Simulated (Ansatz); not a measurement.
Ansatz (a first-principles code) input (PBE/def2-SVP):

Ansatz 0.2 input:
```yaml
crystal:
  periodic: [false, false, false]
  atoms:
    - {symbol: I, position_ang: [0.00000000, 0.00000000, 0.00000000]}
basis:
  gaussian:
    orbitals: def2-SVP
hamiltonian:
  xc: {name: PBE}
total_charge: -1
scf: {lower_state_search: full}
```

Task: Predict the final energy.

Result: -297.75977 Eh.
